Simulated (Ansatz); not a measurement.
Reaction (isomerisation): `CS[SiH](O)F` → `OC[SiH](F)S`

Gas-phase electronic energies from Ansatz, PBE0-D4/def2-TZVP geometries. CCSD(T)/CBS is the MP2 limit (def2-TZVPP, def2-QZVPP) plus CCSD(T) − MP2 in def2-TZVPP, frozen cores. One conformer a species, not always the lowest.

```csv
species,CCSD(T)/CBS(def2) energy (Eh)
`CS[SiH](O)F`,-903.03397
`OC[SiH](F)S`,-902.97050
```

Question: Work out ΔE.

Answer: ΔE = (-902.97050) − (-903.03397) = 0.06347 Eh = +1.73 eV.

Largest T1 diagnostic among the species: 0.012.

From PBE to PBE0 (25 % exact exchange), in def2-TZVPP and without D4, ΔE moves by +0.07 eV.
